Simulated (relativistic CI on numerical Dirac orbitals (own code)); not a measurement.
What each ingredient does to the levels of Rb⁸⁺

Base calculation: Dirac-Coulomb-Breit CI, orbitals from a KLI potential per configuration, model QED, unscaled Slater integrals.

CI space (outside the closed core [Ar]): 3d¹⁰4s, 3d¹⁰4p, 3d¹⁰4d, 3d¹⁰4f, 3d¹⁰5s, 3d¹⁰5p, 3d¹⁰5d, 3d⁹4s², 3d¹⁰6s, 3d¹⁰5f, 3d¹⁰6p, 3d¹⁰5g, 3d¹⁰6d, 3d⁹4s4p, 3d¹⁰7s, 3d¹⁰6f, 3d¹⁰8s, 3d⁹4s4d, 3d⁹4s5s, 3d⁹4s5p, 3d⁹4s4f, 3d⁹4s5d, 3d⁹4s6s. Double excitations out of closed p, d and f shells are left out; levels of such configurations are missing from the list, as are those of other unlisted configurations, and high levels can miss mixing partners.

The lowest level and the first level of each name with at least 55 % of one term (blank where a level has no safe partner in the second run):

| Level | Base (cm⁻¹) | Shift (cm⁻¹) |
| --- | --- | --- |
| 3d¹⁰4s ²S1/2 | 0 | 0 |
| 3d¹⁰4p ²P°1/2 | 157566 | -157 |
| 3d¹⁰4p ²P°3/2 | 169610 | +78 |
| 3d¹⁰4d ²D3/2 | 415955 | +332 |
| 3d¹⁰4d ²D5/2 | 417653 | +416 |
| 3d¹⁰5s ²S1/2 | 570312 | +289 |
| 3d¹⁰5p ²P°1/2 | 634301 | +197 |
| 3d¹⁰4f ²F°7/2 | 634850 | +463 |
| 3d¹⁰4f ²F°5/2 | 634916 | +450 |
| 3d¹⁰5p ²P°3/2 | 639024 | +292 |
| 3d¹⁰5d ²D3/2 | 741970 | +390 |
| 3d¹⁰5d ²D5/2 | 742697 | +432 |
| 3d⁹4s² ²D5/2 | 798844 | -329 |
| 3d⁹4s² ²D3/2 | 810952 | +264 |

At this charge configurations can still be misplaced by up to about 7 % of their energy.

**Question.** One thing was changed in a second run, which moved the levels as shown. Which?
A. Breit term removed
B. configuration mixing switched off
C. QED terms removed
D. valence Slater integrals scaled by 0.9

**Answer.** A. Breit term removed. The Breit term mainly narrows fine-structure intervals, so removing it widens them.

LS names give the leading component of a level, which can be under half, so a name can repeat, a term be missing and a line seem to break the LS rules.
